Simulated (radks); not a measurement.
Valence configurations of N II (all share [He]). Method: scalar-relativistic Kohn-Sham, BLYP, spin-polarised, spherical densities, finite nucleus; open shells are filled with parallel spins first; Fermi nuclear charge, rms radius 2.5582 fm; computed with a radial shooting solver on a logarithmic mesh with Libxc functionals. Energies are relative to 2s2 2p2; eigenvalues in eV for spin up.

valence,E (eV),moment (Bohr magnetons),e(2p),e(2s)
2s2 2p2,0.000,2,-21.915,-33.589
2s1 2p3,6.417,4,-22.409,-34.228
2p4,23.295,2,-22.163,-
2s1.5 2p2.5,3.682,3,-22.221,-33.965
2s0.5 2p3.5,15.297,3,-22.378,-34.157

NIST lists [He] 2s2 2p2 as the ground configuration; this level of theory agrees among the configurations tried. The energies are those of spherical high-spin densities, not of single terms.
